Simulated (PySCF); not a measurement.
Geometry:
```csv
atom,x (Å),y (Å),z (Å)
C1,-3.374,-0.491,-0.392
C2,-1.930,-0.862,-0.624
O3,-1.620,-1.862,-1.231
C4,-0.900,0.053,-0.062
C5,-1.195,1.314,0.454
C6,-0.177,2.103,0.957
C7,1.130,1.653,0.964
C8,1.439,0.394,0.449
O9,2.722,-0.003,0.477
Si10,3.502,-1.344,-0.026
C11,0.420,-0.393,-0.065
H12,-4.013,-1.293,-0.752
H13,-3.556,-0.325,0.667
H14,-3.613,0.422,-0.934
H15,-2.206,1.688,0.457
H16,-0.402,3.082,1.353
H17,1.928,2.262,1.360
H18,2.998,-2.527,0.671
H19,4.849,-0.970,0.376
H20,3.351,-1.516,-1.471
H21,0.639,-1.369,-0.472
```

One averaged value for each set of equivalent atoms, isolated molecule, single conformer, no relativistic terms. Geometry from GFN2-xTB; GIAO PBE0/pcSseg-1 shieldings; PySCF 2.14.

References, each an isolated molecule treated in the same way: TMS for ¹³C and ¹H and ²⁹Si; ¹⁷O vs H2O.

```
      atoms  nucleus  count  δ (ppm)
        H16       ¹H      1     7.66
         C5      ¹³C      1        ?
         O3      ¹⁷O      1    648.5
H18/H19/H20       ¹H      3     5.19
        H15       ¹H      1     7.64
         C1      ¹³C      1     29.1
       Si10     ²⁹Si      1        ?
        C11      ¹³C      1    119.4
        H21       ¹H      1     7.74
         C7      ¹³C      1        ?
         O9      ¹⁷O      1     95.6
         C4      ¹³C      1        ?
         C6      ¹³C      1    135.0
        H17       ¹H      1     7.44
         C8      ¹³C      1    162.9
H12/H13/H14       ¹H      3     2.65
         C2      ¹³C      1        ?
```

Complete the table.

Results:


- C2: 200.7 ppm, ketone carbonyl carbon; low-lying n→π* states of the double bond to the heteroatom give a large paramagnetic term (-258 ppm)
- C4: 142.4 ppm, substituted aromatic carbon
- C7: 130.7 ppm, aromatic CH; the aromatic region
- C5: 126.8 ppm, aromatic CH; the aromatic region
- Si10: -41.6 ppm, silicon bonded to O, 3 H

Shifts are as computed. Against solution values, carbons near 30 ppm lie about +3 ppm off and those near 130 ppm about +5 ppm. Of 1211 compounds with measured shifts, 218 miss one by over three times the rms of a fit or turn the order of signals round; such compounds aren't used in these exercises. Unscaled 17O shifts of doubly bonded oxygen tend to come out too high, by tens of ppm or more. Experimental scales use liquid or dissolved standards, which lie at an offset from isolated H2O (liquid H2O: subtract about 36 ppm).
